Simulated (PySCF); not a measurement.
An unknown is described by computed data only.

Elements present: C, F and H. Monoisotopic mass: 100.0688 u.

| Quantity | Value |
| --- | --- |
| Rotational structure | rotational constants A, B, C: 2.532, 2.454, 1.266 GHz [PBE0-D3(BJ)/def2-SVP] |
| UV, first state | lowest singlet excitation: 5.65 eV (219 nm, f = 0.657) [TDDFT wB97X-D/def2-SVPD] |
| Valence photoelectron | vertical ionisation energy: 8.55 eV [ΔSCF wB97X-D/def2-SVPD] |
| Couplings | largest of the computed one-bond spin–spin couplings (means over like bonds): 19F–13C -237.4, 13C–1H +172.2, 13C–1H +163.9, 13C–1H +163.1, 13C–1H +160.9, 13C–1H +154.1 (×2), 13C–1H +133.1 (×3), 13C–13C +79.8 Hz [B3LYP/pcJ-1, spin–dipole term left out for some pairs] |
| 13C NMR | chemical shifts (computed TMS as zero) by class: 134.6 (1 C), 133.4 (1 C), 129.3 (1 C), 113.7 (1 C), 82.4 (1 C), 15.6 (1 C) ppm [GIAO B97-2/pcSseg-1] |
| Dipole | 1.50 D [wB97X-D/def2-SVPD] |
| Polarisability | 80.0 au [wB97X-D/def2-SVPD] |
| NMR, other nuclei | isotropic shieldings of nuclei other than C and H, by class: 440 (1 F) ppm [GIAO B97-2/pcSseg-1] |

Gas-phase values; electronic properties from PySCF, density fitting. Levels stand in brackets. Isolated species at its PBE0-D3(BJ)/def2-SVP geometry (one conformer only). Each NMR value is the plain mean over a class of atoms that symmetry, rotation or inversion makes alike.

Problem. Which formula fits the mass and the elements?

Solution. C6H9F (calculated 100.0688). No other formula that holds each of these elements comes within 0.0003 u with a fitting electron parity and a possible valence count.

Problem. What is the compound? Reason from the data.

Solution. Numbering: `[CH2:1]=[CH:2]/[C:3](=[CH:4]\[CH3:5])[CH2:6][F:7]`. Its formula, C6H9F, gives 2 degrees of unsaturation: 0 rings and 2 π bonds in the structure found. 6 carbons fall into 6 classes; from least to most shielded: fully substituted alkene carbon [C3] (134.6 ppm), alkene CH carbon [C2] (133.4 ppm), alkene CH carbon [C4] (129.3 ppm), terminal =CH2 carbon [C1] (113.7 ppm), sp3 C–F carbon [C6] (82.4 ppm), allylic carbon [C5] (15.6 ppm). The other shieldings belong to: 440 ppm, alkyl fluorine [F7]. The couplings run between: -237.4 Hz, alkyl fluorine [F7] and sp3 C–F carbon [C6]; +172.2 Hz, terminal =CH2 carbon [C1] and its hydrogen; +163.9 Hz, alkene CH carbon [C4] and its hydrogen; +163.1 Hz, terminal =CH2 carbon [C1] and its hydrogen; +160.9 Hz, alkene CH carbon [C2] and its hydrogen; +154.1 Hz, sp3 C–F carbon [C6] and its hydrogen (with 1 like pair); +133.1 Hz, allylic carbon [C5] and its hydrogen (with 2 like pairs); +79.8 Hz, fully substituted alkene carbon [C3] and alkene CH carbon [C4]. The first electron is taken from the HOMO, whose largest Löwdin shares are 0.25 on an alkene CH carbon, 0.22 on the fully substituted alkene carbon, 0.20 on the terminal =CH2 carbon and 0.13 on an alkene CH carbon. By its constants the optimised geometry is an asymmetric top. Structure: `C=C/C(=C\C)CF`. Computed isomers that give other values at the same levels: `C=C=CC[C@H](C)F` (13C chemical shifts (computed TMS as zero) by class: 220.3 (1 C), 90.2 (1 C), 89.0 (1 C), 77.4 (1 C), 39.1 (1 C), 21.0 (1 C) ppm); `F[C@H]1CC12CCC2` (13C chemical shifts (computed TMS as zero) by class: 75.5 (1 C), 29.9 (1 C), 25.9 (1 C), 21.2 (1 C), 20.0 (1 C), 17.2 (1 C) ppm); `C=C1CC[C@@H]1CF` (13C chemical shifts (computed TMS as zero) by class: 154.1 (1 C), 114.0 (1 C), 86.1 (1 C), 44.7 (1 C), 30.1 (1 C), 23.0 (1 C) ppm). The assignments are read from this structure; whether some other isomer fits the data as well wasn't checked.

Shape of the structure used: `[CH2:1]=[CH:2]/[C:3](=[CH:4]\[CH3:5])[CH2:6][F:7]`: C1–C2–C3–C4 -179°, C2–C3–C6–F7 180°.
